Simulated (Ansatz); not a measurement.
A nudged elastic band was laid between two geometries of CH9AlOSi2 (14 atoms, charge 0, multiplicity 1).

Method: UKS PBE0-D4/STO-3G in Ansatz 0.2.0.

```json
{
 "movable images": "9",
 "climbing image": "yes",
 "spring": "5.0 eV/Å²",
 "optimiser": "quadratic models (default)",
 "start path": "through a guess of the saddle point",
 "force threshold": "0.05 eV/Å",
 "iteration limit": "24",
 "end points": "relaxed"
}
```

First end point:

```xyz
14
Properties=species:S:1:pos:R:3
O 0.388 1.201 1.362
Si -0.396 0.816 -0.139
Al -2.698 0.985 -0.111
C 0.206 -0.933 -0.481
Si 1.954 -1.242 0.109
H 0.258 2.207 1.448
H 0.209 1.653 -1.167
H -3.527 0.072 0.747
H -3.402 2.007 -0.960
H 0.157 -1.123 -1.558
H -0.455 -1.667 -0.011
H 2.436 -2.505 -0.400
H 2.015 -1.291 1.550
H 2.842 -0.206 -0.362
```

Last end point:

```xyz
14
Properties=species:S:1:pos:R:3
O -0.008 1.078 1.381
Si -0.293 1.198 -0.585
Al -2.582 0.924 -0.364
C 0.108 -0.701 -0.702
Si 1.878 -1.076 -0.241
H 0.264 2.000 1.695
H 0.865 0.564 1.490
H -3.335 1.220 0.916
H -3.489 0.561 -1.518
H -0.038 -1.002 -1.746
H -0.541 -1.359 -0.111
H 2.173 -2.476 -0.031
H 2.162 -0.423 1.033
H 2.823 -0.537 -1.188
```

(1) What changes between the two ends?

(2) What energy profile does the band end with?

(3) What is the geometry of the highest image?

## Answers

(1) Bonds broken: Si2–H7. Bonds formed: O1–H7.

(2) The forces met the threshold. The highest image is number 6 of 0 to 10, 327.8 kJ/mol above the first end and 55.9 kJ/mol above the last; the last end lies 271.8 kJ/mol above the first. A structure lower than the first end lies on the path between it and the top, so the climb from that side starts below the end, which may itself be a saddle point or a shallow side well. Neighbouring images differ by up to 2.7 eV, so the band resolves the path poorly. A vibrational analysis at the climbing image gives one clearly imaginary mode, 1063i cm⁻¹: a first-order saddle point. The orbitals stay closed-shell, which can raise the energy where a bond breaks towards radicals; this wasn't checked here. Limits of this set-up: minimal basis.

```json
{"image": "0", "path coordinate (Å)": "0.00", "energy (kJ/mol)": "0.0", "Si2–H7 (Å)": "1.46", "O1–H7 (Å)": "2.58"}
{"image": "1", "path coordinate (Å)": "0.86", "energy (kJ/mol)": "0.2", "Si2–H7 (Å)": "1.46", "O1–H7 (Å)": "2.58"}
{"image": "2", "path coordinate (Å)": "1.72", "energy (kJ/mol)": "-0.8", "Si2–H7 (Å)": "1.46", "O1–H7 (Å)": "2.58"}
{"image": "3", "path coordinate (Å)": "2.58", "energy (kJ/mol)": "-1.8", "Si2–H7 (Å)": "1.46", "O1–H7 (Å)": "2.58"}
{"image": "4", "path coordinate (Å)": "3.45", "energy (kJ/mol)": "-1.1", "Si2–H7 (Å)": "1.46", "O1–H7 (Å)": "2.58"}
{"image": "5", "path coordinate (Å)": "4.32", "energy (kJ/mol)": "64.5", "Si2–H7 (Å)": "1.45", "O1–H7 (Å)": "2.20"}
{"image": "6", "path coordinate (Å)": "5.19", "energy (kJ/mol)": "327.8", "Si2–H7 (Å)": "1.61", "O1–H7 (Å)": "1.25"}
{"image": "7", "path coordinate (Å)": "5.87", "energy (kJ/mol)": "290.2", "Si2–H7 (Å)": "2.26", "O1–H7 (Å)": "1.01"}
{"image": "8", "path coordinate (Å)": "6.55", "energy (kJ/mol)": "278.0", "Si2–H7 (Å)": "2.50", "O1–H7 (Å)": "1.01"}
{"image": "9", "path coordinate (Å)": "7.24", "energy (kJ/mol)": "274.7", "Si2–H7 (Å)": "2.49", "O1–H7 (Å)": "1.01"}
{"image": "10", "path coordinate (Å)": "7.92", "energy (kJ/mol)": "271.8", "Si2–H7 (Å)": "2.46", "O1–H7 (Å)": "1.02"}
```

(3) 
```xyz
14
Properties=species:S:1:pos:R:3
O 0.092 0.996 1.662
Si -0.297 0.949 -0.244
Al -2.583 1.042 -0.374
C 0.196 -0.870 -0.512
Si 2.021 -1.222 -0.315
H -0.544 1.719 2.010
H 0.691 1.671 0.803
H -3.374 1.602 0.780
H -3.331 0.712 -1.637
H -0.103 -1.158 -1.526
H -0.363 -1.529 0.163
H 2.315 -2.629 -0.468
H 2.483 -0.812 0.990
H 2.783 -0.499 -1.304
```

Run time: 15 min on 1 thread of Arm Neoverse V1, with other jobs on the host, peak memory 0.18 GiB.
